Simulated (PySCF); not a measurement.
# Converging SrS⁺ in the basis (MP2)

PySCF, UHF reference; doublet, unpaired electrons π ↑; De to Sr⁺ + S without counterpoise correction. Frozen cores follow the default of each basis and core potential.

```json
{"basis": "def2-SVP", "relativity": "scalar-relativistic core potentials", "functions": "41", "Re (Å)": "2.664", "ωe (cm⁻¹)": "329", "De (eV)": "2.09", "frozen orbitals": "5"}
{"basis": "def2-SVPD", "relativity": "scalar-relativistic core potentials", "functions": "53", "Re (Å)": "2.672", "ωe (cm⁻¹)": "326", "De (eV)": "2.31", "frozen orbitals": "5"}
{"basis": "x2c-SVPall", "relativity": "spin-free X2C", "functions": "68", "Re (Å)": "2.596", "ωe (cm⁻¹)": "326", "De (eV)": "2.23", "frozen orbitals": "14"}
```

Question: How does each smaller set differ from the one with most functions, x2c-SVPall?

Answer: def2-SVP: +6.8 pm, +0.9 % in ωe, -0.14 eV in De; def2-SVPD: +7.6 pm, +0.0 % in ωe, +0.08 eV in De. All at MP2; the set with most functions is neither the basis-set limit nor always the best. The rows treat relativity differently, so the differences are not basis effects alone.

Correlated steps freeze the inner cores (5 to 14 orbitals); shallow outer-core shells are correlated. Correlated levels converge slowly with the basis: in double zeta they bind strong bonds too weakly, by up to about 1 eV, and carry superposition errors of some tenths. Spin–orbit coupling is left out. For an ion De counts to the pair picked by the measured ionisation energies or electron affinities, which need not be the lowest pair at this level. The state is the lowest determinant that a PBE0 search found; another state may lie lower at other levels.
